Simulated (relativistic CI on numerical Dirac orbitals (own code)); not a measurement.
# Electric-dipole lines of Pb66+

Calculated at this level of theory: Dirac-Coulomb-Breit CI, KLI orbitals optimised for each configuration, model QED, unscaled Slater integrals (own radial code, finite nucleus).

Configurations in the expansion (outside the closed core [Ne]): 3s2.3p4, 3s2.3p3.3d, 3s.3p5, 3p6, 3s.3p4.3d, 3s.3p3.3d2, 3p5.3d, 3s2.3p2.3d.4p, 3s2.3p3.4s, 3s.3p3.3d.4s, 3p5.4s, 3s2.3p3.4p, 3s2.3p2.3d2, 3s2.3p.3d3, 3s.3p2.3d3, 3s2.3p.3d2.4s, 3s2.3p.3d2.4p, 3p4.3d2, 3p3.3d3, 3p3.3d2.4s, 3p3.3d2.4p. Double excitations out of closed p, d and f shells are left out; levels of such configurations are missing from the list, as are those of other unlisted configurations, and high levels can miss mixing partners.

| λ vac (nm) | Lower | Upper | A (s⁻¹) | gf | Branching (%) |
| --- | --- | --- | --- | --- | --- |
| 1.3581 | 3s2.3p3.3d 3D°_2 [3] | 3s2.3p2.3d2 3D_1 [66] | 9.57e+12 | 7.94e-01 | 60.2 |
| 1.3604 | 3s2.3p2.3d2 1G_4 [17] | 3s2.3p.3d3 3D°_3 [197] | 1.17e+13 | 2.28e+00 | 84.3 |
| 1.3685 | 3s2.3p3.3d 3F°_3 [6] | 3s2.3p2.3d2 3D_2 [67] | 1.15e+13 | 1.61e+00 | 92.2 |
| 1.3704 | 3s2.3p3.3d 3D°_3 [9] | 3s2.3p2.3d2 3P_2 [111] | 1.28e+13 | 1.80e+00 | 92.2 |
| 1.3706 | 3s2.3p2.3d2 1G_4 [17] | 3s2.3p.3d3 3F°_4 [191] | 1.06e+13 | 2.69e+00 | 77.8 |
| 1.3710 | 3s2.3p3.3d 3F°_4 [7] | 3s2.3p2.3d2 3D_3 [101] | 1.20e+13 | 2.37e+00 | 98.8 |
| 1.3762 | 3s2.3p3.3d 3F°_3 [6] | 3s2.3p2.3d2 3F_3 [65] | 1.44e+13 | 2.85e+00 | 95.9 |
| 1.3769 | 3s2.3p3.3d 3D°_2 [3] | 3s2.3p2.3d2 3F_2 [62] | 6.59e+12 | 9.37e-01 | 68.8 |
| 1.3808 | 3s2.3p3.3d 3D°_1 [10] | 3s2.3p2.3d2 1D_2 [113] | 9.64e+12 | 1.38e+00 | 86.3 |
| 1.3813 | 3s2.3p4 3P_2 [1] | 3s2.3p3.3d 3S°_1 [32] | 1.02e+13 | 8.78e-01 | 98.5 |
| 1.3861 | 3s2.3p3.3d 3D°_3 [9] | 3s2.3p2.3d2 3F_4 [108] | 7.89e+12 | 2.05e+00 | 77.7 |
| 1.3868 | 3s2.3p3.3d 3D°_3 [9] | 3s2.3p2.3d2 3F_3 [107] | 8.96e+12 | 1.81e+00 | 75.5 |
| 1.3903 | 3s2.3p3.3d 3F°_4 [7] | 3s2.3p2.3d2 3F_4 [97] | 1.14e+13 | 2.97e+00 | 99.3 |
| 1.3904 | 3s2.3p3.3d 3D°_2 [8] | 3s2.3p2.3d2 3F_3 [99] | 6.88e+12 | 1.40e+00 | 86.1 |
| 1.3930 | 3s2.3p4 3P_2 [1] | 3s2.3p3.3d 3D°_2 [31] | 9.66e+12 | 1.41e+00 | 100.0 |
| 1.3945 | 3s2.3p4 1S_0 [2] | 3s2.3p3.3d 3D°_1 [33] | 9.20e+12 | 8.04e-01 | 71.1 |
| 1.3990 | 3s2.3p3.3d 3F°_4 [7] | 3s2.3p2.3d2 1H_5 [94] | 3.65e+12 | 1.18e+00 | 88.6 |
| 1.4082 | 3s2.3p4 3P_2 [1] | 3s2.3p3.3d 3D°_3 [30] | 6.44e+12 | 1.34e+00 | 100.0 |
| 1.5045 | 3s2.3p2.3d2 3F_2 [11] | 3s.3p3.3d2 3G°_3 [118] | 6.19e+12 | 1.47e+00 | 97.9 |
| 2.8712 | 3s2.3p4 3P_2 [1] | 3s2.3p3.3d 3D°_3 [9] | 8.65e+11 | 7.48e-01 | 100.0 |

Terms are leading LS components. Brackets give the number of a level in order of energy, since labels repeat. The list gives strong lines, with weight on those to low levels, without lines whose two gauges differ by over a factor of 2.5, among the lowest 200 of 3382 levels, so that lines to higher ones, which can be the strongest, are missing. Levels whose partners in the same complex of configurations lie outside the list can be far off, and so can their lines. Rates are taken at the computed energies, electric ones in the length gauge.

At this charge energies of transitions that change n are usually good to better than 1 %, and those within a shell (Δn = 0) to a few per cent.

LS names give the leading component of a level, which can be under half, so a name can repeat, a term be missing and a line seem to break the LS rules.
